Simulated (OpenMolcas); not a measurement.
Mn3+ (d4) in a complex was computed by CASSCF with the d shell active (OpenMolcas, ANO-RCC-VTZP on the metal). Its lowest spin-free states, and all those of the highest spin:

| 2S+1 | Degeneracy | E (cm-1) |
| --- | --- | --- |
| 5 | 3 | 0.0 |
| 5 | 2 | 5209 |
| 3 | 3 | 18457 |
| 3 | 3 | 20052 |
| 3 | 3 | 21644 |
| 3 | 2 | 22987 |
| 3 | 3 | 24447 |
| 3 | 3 | 24478 |
| 1 | 1 | 25349 |
| 3 | 3 | 26801 |
| 3 | 1 | 26894 |
| 3 | 3 | 26929 |

**Question.** Is the site octahedral, tetrahedral or cube-like, axial, or of lower symmetry?

**Answer.** The states with 2S+1 = 5 have orbital degeneracies 3, 2. Threefold states need a cubic site. For d4 at this spin an octahedron puts the twofold E below the threefold T2 and a tetrahedron or cube puts the threefold T2 below the twofold E, so the site is a tetrahedron or a cube, which this pattern cannot tell apart. The first gap at this spin, 5210 cm-1, is |10Dq| in ligand-field theory. The run had Mn3+ with 4 ligands (bromide) in tetrahedral coordination (Td) at 2.42 Å. A charge of +0.25 e stands 3.2 Å behind each ligand. Ligand basis ANO-RCC-VDZP.

An orbital triplet at a regular site is open to Jahn-Teller coupling, which can distort the site and quench the lowest spin-orbit gaps and is left out. Without dynamic correlation the repulsion within the d shell is too large (B by tens of per cent), so at a given field states of lower spin stand too high. Ligand-to-metal charge-transfer states are missing. This ion would oxidise such ligands; the complex is a model and need not exist. With no ligand orbital active B as a rule stays too high, so bands that hang on it stand too high and its fall with covalency is understated. With metal d orbitals alone and no dynamic correlation the field as a rule comes out too small, by tens of per cent, by up to half for chloride and softer ligands. No measured value stands beside these numbers; the geometry was imposed, not optimised, and the real ion may take another.
